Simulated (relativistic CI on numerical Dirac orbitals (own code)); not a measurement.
# Hyperfine structure of Sr3+, mass number 87

Computed by Dirac-Coulomb-Breit CI, KLI orbitals optimised for each configuration, a model potential for QED, valence Slater integrals scaled by 0.85, P86 correlation energy added to each configuration (own radial code, finite nucleus).

Configuration list (outside the closed core [Ar] 3d10): 4s2 4p5, 4s 4p6, 4s2 4p4 4d, 4s2 4p4 4f, 4s 4p5 4d, 4s2 4p4 5s, 4s2 4p4 5p, 4s 4p5 4f, 4s2 4p4 5d, 4s2 4p4 6s, 4s2 4p4 6p, 4s2 4p4 6d, 4s2 4p4 5f, 4p5 4d2, 4p4 4d3, 4p4 4d2 4f, 4p4 4d2 5s, 4p4 4d2 5p. Double excitations out of closed p, d and f shells are left out; levels of such configurations are missing from the list, as are those of other unlisted configurations, and high levels can miss mixing partners. These lack a partner that the ground configuration has and come out too high: 4s2 4p4 5d, 4s2 4p4 6s, 4s2 4p4 6p, 4s2 4p4 6d, 4s2 4p4 5f.

Nuclear spin I = 9/2, μ = -1.09316 μN, Q = 0.305 b (tables of Stone and Pyykkö). The electronic factors are computed for point nuclear moments, without core polarisation; leaving it out makes A of s and p electrons in near-neutral atoms 20 to 40 % too small, and it can dominate for d and f shells.

| Level | E (cm⁻¹) | A (MHz) | B (MHz) |
| --- | --- | --- | --- |
| 4s2 4p5 2P°_3/2 | 0.0 | -392.4 | -891 |
| 4s2 4p5 2P°_1/2 | 9659.3 | -2180 |  |
| 4s 4p6 2S_1/2 | 156455.5 | -6518 |  |
| 4s2 4p4 4d 4D_7/2 | 190884.9 | -108.1 | -517 |
| 4s2 4p4 4d 4D_5/2 | 191003.1 | -212.8 | -183 |
| 4s2 4p4 4d 4D_3/2 | 191898.0 | -338.5 | -1.38 |
| 4s2 4p4 4d 4D_1/2 | 193082.7 | -711.6 |  |
| 4s2 4p4 4d 4F_9/2 | 200412.1 | -197.8 | 890 |

Levels with J = 0, under 50 % of one LS term, or S terms without an open s electron are left out. Small factors come from cancelling terms and can be off by tens of per cent or more.

For a near-neutral ion this model can misplace configurations by up to about 10,000 cm⁻¹ (more where the count of f electrons changes) and terms by 10 to 25 % of their spread. Rates follow the energies as ν³ (E1, M1) or ν⁵ (E2), so they and the lifetimes can be off by large factors. The fine structure of a lone outer electron comes out too small, for d and f at times inverted, and misplaced configurations move strength between like terms. 59 of the 69 excited levels that our extract of the measured tables holds in this range could be paired (the sources list more); they are missed by 6470 cm⁻¹ on average and 28643 at most, and levels without a partner can miss by more.

Problem. Give the hyperfine levels of 4s2 4p5 2P°_1/2 relative to its centre of gravity.

Solution. With K = F(F + 1) − I(I + 1) − J(J + 1), E = AK/2: F = 4: 5994, F = 5: -4904 MHz.

LS names give the leading component of a level, which can be under half, so a name can repeat, a term be missing and a line seem to break the LS rules.
